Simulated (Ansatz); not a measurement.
Molecule: C6H4Br, charge 0, multiplicity 2. It need not be the lowest isomer of its formula. 
Coordinates optimised at B3LYP-D3(BJ)/def2-TZVP (Ansatz, an electronic-structure program):
```xyz
11

C     -2.8706     0.1772    -0.1877
C     -2.2690    -1.0824    -0.0979
C     -0.9028    -1.1031    -0.0112
C     -0.0962    -0.0044    -0.0059
C     -0.6994     1.2500    -0.0955
C     -2.0855     1.3260    -0.1857
Br     1.7999    -0.1739     0.1203
H     -3.9481     0.2528    -0.2585
H     -2.8613    -1.9883    -0.0978
H     -0.0905     2.1441    -0.0941
H     -2.5557     2.2980    -0.2553
```
Charge 0, spin multiplicity 2.

Basis-set convergence of Hartree-Fock and CCSD(T) correlation energies (hartree) with Ansatz. Correlated levels leave the core frozen unless marked. UHF or UKS for open shells. Spin-orbit coupling is left out. The frozen core is the preceding noble-gas configuration, with the filled d and f shells of earlier blocks. No relativistic terms.

The UHF reference is spin-contaminated (<S^2> 0.61 over the pure value in the largest basis). 

| basis | functions | E(HF) | E(corr, CCSD(T)) |
|---|---|---|---|
| cc-pVDZ | 131 | -2801.88136 | -0.93078 |
| cc-pVTZ | 279 | -2802.01384 | -1.14506 |
| cc-pVQZ | 518 | -2802.03061 | -1.21419 |

Extrapolating the two largest sets (X = 3 and 4) as X^-3: E(corr) = (64·(-1.21419) - 27·(-1.14506))/37 = -1.2646 Eh, an estimate of the basis-set limit. The largest set recovers 96.0 % of it, the smallest 73.6 %.
